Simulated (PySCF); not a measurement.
C₂H₆AlFIN, SMILES C[N](C)[Al]([F])[I].

The structure is a stationary point at PBE0-D3(BJ)/def2-SVP. The def2 effective core potentials stand for the cores of I; spin–orbit coupling is left out. The values are those of a single conformer.

Calculation: M06-2X/def2-TZVP in PySCF.

Symmetry labels are those of the subgroup Cs that the program uses (full group Cs).

Computed valence orbital energies around the gap with their symmetry:
```json
[
 {"orbital": "HOMO−7", "symmetry": "A'", "energy (eV)": "-13.65"},
 {"orbital": "HOMO−6", "symmetry": "A\"", "energy (eV)": "-12.52"},
 {"orbital": "HOMO−5", "symmetry": "A'", "energy (eV)": "-11.95"},
 {"orbital": "HOMO−4", "symmetry": "A'", "energy (eV)": "-11.61"},
 {"orbital": "HOMO−3", "symmetry": "A'", "energy (eV)": "-10.56"},
 {"orbital": "HOMO−2", "symmetry": "A\"", "energy (eV)": "-9.30"},
 {"orbital": "HOMO−1", "symmetry": "A'", "energy (eV)": "-9.13"},
 {"orbital": "HOMO", "symmetry": "A\"", "energy (eV)": "-8.10"},
 {"orbital": "LUMO", "symmetry": "A'", "energy (eV)": "-0.26"},
 {"orbital": "LUMO+1", "symmetry": "A\"", "energy (eV)": "0.19"},
 {"orbital": "LUMO+2", "symmetry": "A'", "energy (eV)": "1.70"},
 {"orbital": "LUMO+3", "symmetry": "A'", "energy (eV)": "1.91"}
]
```
